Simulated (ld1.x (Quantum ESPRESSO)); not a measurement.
## What one change does to a pseudopotential (platinum, RRKJ)

- Element: platinum (Pt)
- Generator: ld1.x (Quantum ESPRESSO) 7.5
- Type: norm-conserving RRKJ (Kleinman–Bylander form)
- Functional: LDA (PZ)
- Relativity: scalar-relativistic
- Frozen core: [Kr] 4d10 4f14 5s2
- Valence charge: 16
- Reference configuration: 5p6 5d8 6s0 6p0 (charge +2)
- Partial waves: 5p (bound): rc 1.70 bohr; 5d (bound): rc 1.75 bohr; 6s (bound, empty): rc 2.25 bohr
- Local potential: the s channel
- Core correction: none

Change: wave 6s (bound): rc 2.25 bohr becomes 6s (bound): rc 1.56 bohr.

Cutoffs: the cutoffs (Ry, on a coarse ladder) from which the occupation-weighted sum of valence levels, in a spherical-Bessel basis at the reference potential, stays within 10 and 1 mRy of its value at 400 Ry; they do not see the model core or the augmentation charge, which bear on the density cutoff. Errors are all-electron minus pseudo energies relative to the spin-unpolarised reference configuration.

Q: What does the change do?

A: The potential gets softer (45 Ry and 70 Ry → 45 Ry and 60 Ry); a bound ghost appears in s, which as a rule spoils a file; the f channel binds one level more than in the base; of the 9 tests that both files solve, the error grows in 3 and shrinks in 5 by more than 15 % and 0.3 meV (median size 58.4 → 48.5 meV).

| quantity | base | changed |
| --- | --- | --- |
| cutoff, loose | 45 Ry | 45 Ry |
| cutoff, tight | 70 Ry | 60 Ry |
| bound ghosts | none | s (extra level of the local part) |
| error for 5p6 5d9 6s1 6p0, meV [ΔE -29.80 eV] | -20 | +49 |
| error for 5p6 5d9 6s0 6p0, meV [ΔE -20.26 eV] | -37 | -16 |
| error for 5p6 5d7 6s0 6p0, meV [ΔE 32.51 eV] | -61 | -35 |
| error for 5p6 5d8 6s1 6p0, meV [ΔE -18.39 eV] | -1.6 | +21 |
| error for 5p6 5d9.5 6s0.5 6p0, meV [ΔE -29.89 eV] | -58 | +10 |
| error for 5p5 5d9 6s1 6p0, meV [ΔE 32.64 eV] | -262 | -92 |
| error for 5p6 5d6 6s0 6p0, meV [ΔE 78.46 eV] | -251 | -144 |
| error for 5p6 5d8 6s0 6p0 (spin-polarised), meV [ΔE -0.56 eV] | +96 | +96 |
| error for 5p6 5d9 6s1 6p0 (spin-polarised), meV [ΔE -30.18 eV] | +8.6 | +77 |

Changed file: The cutoffs count occupied waves only; the empty 6s level needs 80 Ry at the loose tolerance. A true bound ghost makes a file unfit for plane-wave use even where its test errors are small: the radial tests pick states by their node count and pass the ghost by.
